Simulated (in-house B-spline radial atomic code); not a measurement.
## LC-wPBE excitations of the osmium ion Os⁸⁺

Method: LC-wPBE. Computed with a B-spline radial code for spherical atoms: linear response of the closed shell [Xe] 4f14 with the functional's adiabatic kernel; scalar-relativistic (spin-free one-electron X2C), finite nucleus, no spin-orbit coupling, no double excitations, S, P, D and F terms only; shells from n = 3 respond. Only terms of natural parity with L up to 3 were computed.

Spin-orbit coupling is strong here, so these LS terms don't match observed levels.

Command:
```bash
python run_td.py task.json out
```
Settings (radii: box in bohr, nucleus in fm):
```
Z                        76
electrons                68
configuration            [Xe] 4f14
hamiltonian              x2c
method                   lc_wpbe
box_radius               11.59
rms_radius               5.4126
intervals                68
```

Time taken, with all properties: 6.1 s on 1 thread of Intel(R) Xeon(R) Platinum 8375C CPU @ 2.90GHz (Ice Lake), with other jobs on the host.

The lowest states, in the order of their Tamm-Dancoff energies; the method's threshold (minus the highest occupied level) is 167.71 eV. Labels give the largest channel, * marks a mixed state, and oscillator strengths are full-response dipole values. Semilocal kernels can invert the small singlet-triplet splittings of Rydberg terms. Energies in eV:

| state | full response | Tamm-Dancoff | oscillator strength |
| --- | --- | --- | --- |
| 5p → 5d 3P | 50.85 | 50.95 | - |
| 5p → 5d 3F | ? | ? | - |
| 5p → 5d 1F | 54.28 | 54.32 | - |
| 4f → 5d 3P | ? | ? | - |
| 4f → 5d 3F | 60.08 | 60.09 | - |

Question: Where does 4f → 5d 3P lie?

Answer: At 59.73 eV in full response, 59.75 eV in Tamm-Dancoff.

Question: Where does 5p → 5d 3F lie?

Answer: At 51.43 eV in full response, 51.53 eV in Tamm-Dancoff.

Question: How large is the singlet-triplet splitting of 5p → 5d (F terms) in Tamm-Dancoff?

Answer: 2.79 eV, from the unrounded values.

Question: What polarisabilities and dispersion coefficient does the method give?

Answer: Dipole 1.424 bohr³, quadrupole 1.483 bohr⁵, C6 4.535 hartree·bohr⁶ for two such species.
